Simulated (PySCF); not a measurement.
HgF4, SMILES [F][Hg]([F])([F])[F].

Coordinates come from a B3LYP-D3(BJ)/def2-SVP optimisation. The def2 effective core potentials stand for the cores of Hg; spin–orbit coupling is left out.

All values below come from PBE/def2-TZVP run with PySCF.

Symmetry labels are those of the subgroup D2h that the program uses (full group D4h).

Q: List the valence orbital energies around the gap with their symmetry. (An estimate is asked for; the answer gives what the named calculation found.)

A: 
```csv
orbital,symmetry,energy (eV)
HOMO−7,B1u,-10.84
HOMO−6,B2u,-10.31
HOMO−5,B3u,-10.31
HOMO−4,B1u,-10.26
HOMO−3,B2g,-9.74
HOMO−2,B3g,-9.74
HOMO−1,B1g,-9.73
HOMO,B1g,-9.73
LUMO,Ag,-7.56
LUMO+1,Ag,-2.97
LUMO+2,B1u,-1.34
LUMO+3,B2u,0.71
```
